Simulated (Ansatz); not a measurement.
Start from `[F][Ge]([F])([SeH])[SeH]` and change one element to get `F[Si](F)([SeH])[SeH]`.

Ansatz, PBE0-D4/def2-TZVP geometries, multiplicity 1. Each molecule was computed in one conformer, which needn't be the lowest.

Scalar relativity is left out up to krypton. Spin–orbit coupling is left out; it splits and shifts lone-pair levels of the heavy atoms by tenths of an eV.

```json
{"property": "LUMO energy (B3LYP/def2-TZVPP) / eV", "`[F][Ge]([F])([SeH])[SeH]`": "-2.01"}
{"property": "HOMO energy (PBE/def2-TZVPP) / eV", "`[F][Ge]([F])([SeH])[SeH]`": "-6.70"}
{"property": "HOMO–LUMO gap (ωB97M-V/def2-TZVPP) / eV", "`[F][Ge]([F])([SeH])[SeH]`": "10.31"}
{"property": "HOMO energy (ωB97M-V/def2-TZVPP) / eV", "`[F][Ge]([F])([SeH])[SeH]`": "-10.08"}
{"property": "LUMO energy (PBE/def2-TZVPP) / eV", "`[F][Ge]([F])([SeH])[SeH]`": "-2.59"}
{"property": "LUMO energy (PBE0/def2-TZVPP) / eV", "`[F][Ge]([F])([SeH])[SeH]`": "-1.71"}
```

Task: What does the change do to each property? (An estimate is asked.)

Result: Computed: 
```json
{"property": "LUMO energy (B3LYP/def2-TZVPP) / eV", "`F[Si](F)([SeH])[SeH]`": "-0.99", "shift": "1.02"}
{"property": "HOMO energy (PBE/def2-TZVPP) / eV", "`F[Si](F)([SeH])[SeH]`": "-6.42", "shift": "0.28"}
{"property": "HOMO–LUMO gap (ωB97M-V/def2-TZVPP) / eV", "`F[Si](F)([SeH])[SeH]`": "10.91", "shift": "0.60"}
{"property": "HOMO energy (ωB97M-V/def2-TZVPP) / eV", "`F[Si](F)([SeH])[SeH]`": "-9.73", "shift": "0.35"}
{"property": "LUMO energy (PBE/def2-TZVPP) / eV", "`F[Si](F)([SeH])[SeH]`": "-1.62", "shift": "0.97"}
{"property": "LUMO energy (PBE0/def2-TZVPP) / eV", "`F[Si](F)([SeH])[SeH]`": "-0.77", "shift": "0.94"}
```

With PBE0 the HOMO rises by 0.32 eV and the LUMO rises by 0.94 eV, so the gap widens by about 0.62 eV. PBE moves the HOMO by 0.28 eV and ωB97M-V by 0.35 eV.

B3LYP here is the variant with VWN-RPA as its local correlation; programs differ in this.

Positive LUMOs are unbound, so they and the gaps depend on the basis.
